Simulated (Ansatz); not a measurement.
System: CaOFH, charge 0, singlet. CaOFH (SMILES [OH][Ca][F]).
B3LYP-D3(BJ)/def2-TZVP minimum from Ansatz (a first-principles code):
```xyz
4

Ca     0.1682     0.0397     0.1078
F      0.8960     0.7950    -1.6210
O     -1.1916    -0.8368     1.3266
H     -1.8956    -1.2539     1.8195
```
Charge 0, spin multiplicity 1.

Total energies in def2-SVP, 16 correlated electrons, 11 frozen orbitals. UHF or UKS for unpaired electrons; spin-orbit terms are left out. Cores are frozen in correlated methods (noble-gas shells, and filled d and f shells in the p block). No relativity.

```json
[
 {"method": "HF", "program": "Ansatz", "energy (Eh)": "-851.53663", "minus CCSDT(Q) (mEh)": "424.46"},
 {"method": "MP2", "program": "Ansatz", "energy (Eh)": "-851.94975", "minus CCSDT(Q) (mEh)": "11.35"},
 {"method": "CCSD", "program": "Ansatz", "energy (Eh)": "-851.95328", "minus CCSDT(Q) (mEh)": "7.81"},
 {"method": "CCSD(T)", "program": "Ansatz", "energy (Eh)": "-851.95956", "minus CCSDT(Q) (mEh)": "1.53"},
 {"method": "CCSDT(Q)", "program": "Ansatz", "energy (Eh)": "-851.96109", "minus CCSDT(Q) (mEh)": "0.00"}
]
```

Rough core times of Ansatz's runs on a shared machine: CCSD(T) under 20 s, CCSDT(Q) 50 s.
